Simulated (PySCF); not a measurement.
BrH3InN, SMILES [NH2][InH][Br].

Coordinates come from a PBE0-D3(BJ)/def2-SVP optimisation. The def2 effective core potentials stand for the cores of In; spin–orbit coupling is left out. The values are those of a single conformer.

Calculation: IEF-PCM-PBE0/def2-SVP (PySCF).

The values are the electrostatic part of the solvation free energy, E(continuum) − E(gas) at the gas-phase geometry, in a cavity of scaled van der Waals radii (PySCF's table); cavitation and dispersion terms are not included. A continuum can't describe solvent molecules that bind to the metal. In vacuum the orbital gap is 6.10 eV. The dipole moment in vacuum is 3.09 D.

```csv
solvent,ε,ΔG(elec) (kcal/mol),dipole (D),gap (eV)
water,78.36,-6.4,4.06,6.30
dimethylsulfoxide,46.83,-6.3,4.05,6.30
chloroform,4.71,-4.6,3.78,6.24
```
